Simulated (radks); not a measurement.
Charge is removed step by step from the 6s down level of Eu, starting from [Xe] 4f7 6s(up 1, down 1). Method: scalar-relativistic Kohn-Sham, LDA (Slater exchange, Perdew-Wang correlation), spin-polarised, spherical densities, finite nucleus; open shells are filled with parallel spins first (spin-orbit coupling, left out, can overturn this in heavy ions); Fermi nuclear charge, rms radius 5.1115 fm; computed with a radial shooting solver on a logarithmic mesh with Libxc functionals.

| removed (e) | E - E(0) (eV) | eigenvalue (eV) | E minus straight line (eV) |
|---|---|---|---|
| 0 | 0.000 | -3.599 | 0.000 |
| 0.1 | 0.382 | -4.037 | -0.201 |
| 0.2 | 0.807 | -4.479 | -0.359 |
| 0.3 | 1.277 | -4.927 | -0.472 |
| 0.4 | 1.792 | -5.377 | -0.540 |
| 0.5 | 2.353 | -5.830 | -0.563 |
| 0.6 | 2.958 | -6.284 | -0.540 |
| 0.7 | 3.609 | -6.737 | -0.473 |
| 0.8 | 4.305 | -7.187 | -0.360 |
| 0.9 | 5.046 | -7.633 | -0.202 |
| 1 | 5.831 | -8.051 | 0.000 |

Removing the whole electron costs 5.831 eV by Delta-SCF, against 3.599 eV from minus the eigenvalue at the starting occupation. Slater's transition state (half an electron removed) gives 5.830 eV. Integrating minus the eigenvalue over the occupation (Janak's theorem) gives 5.832 eV. In this scalar-relativistic scheme the density is built from large components alone, so the theorem holds only approximately. The mean slope of the eigenvalue, de/dn, is 4.45 eV per electron. Ionisation energy of Eu in the NIST Atomic Spectra Database: 5.670 eV (measured).
